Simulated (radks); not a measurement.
Question: Method: Dirac Kohn-Sham, BLYP, spin-unpolarised, spherical densities, finite nucleus; open shells fill j = l - 1/2 first; Fermi nuclear charge, rms radius of each element as measured or else 0.836 A^(1/3) + 0.57 fm; computed with a radial shooting solver on a logarithmic mesh with Libxc functionals. Each species is in its NIST ground configuration. Rank Er4+, Lu4+, Tb4+, Eu4+, Ce4+, La4+, Gd4+, Pm4+, Nd4+, Ho4+, Dy4+, Sm4+, Tm4+, Yb4+, Pr4+ by Delta-SCF ionisation energy (eV), largest first.

Answer: Yb4+ 79.081, Tm4+ 78.026, Er4+ 76.961, Ho4+ 75.884, Dy4+ 74.795, Tb4+ 73.690, Gd4+ 72.567, Eu4+ 71.438, Pm4+ 69.103, Lu4+ 68.113, Nd4+ 67.889, Ce4+ 65.331, Sm4+ 62.537, La4+ 62.150, Pr4+ 58.899.
